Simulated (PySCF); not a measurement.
TlI at r²SCAN0

Computed with r²SCAN0; Tl def2-SVP with ECP60, I def2-SVP with ECP28; scalar-relativistic core potentials (PySCF 2.14).

For TlI, the state is ¹Σ⁺ (singlet), closed shell, the bond length is 2.858 Å and the harmonic wavenumber is 151 cm⁻¹. The force constant is 1.06 mdyn/Å. The rotational constant Be is 0.02633 cm⁻¹ and the anharmonicity ωexe is 0.256 cm⁻¹. The vibration–rotation constant αe is 6.34e-05 cm⁻¹ and the well depth De to Tl + I is 3.52 eV. The dissociation energy D0 is 3.51 eV. The HOMO–LUMO gap is 5.21 eV, the bond order (Mayer) is 1.00 and the dipole moment (positive dipole means Tl(−)I(+)) is -4.72 D.

These are scalar-relativistic numbers at best; spin–orbit coupling would shift them, the dissociation energy most.
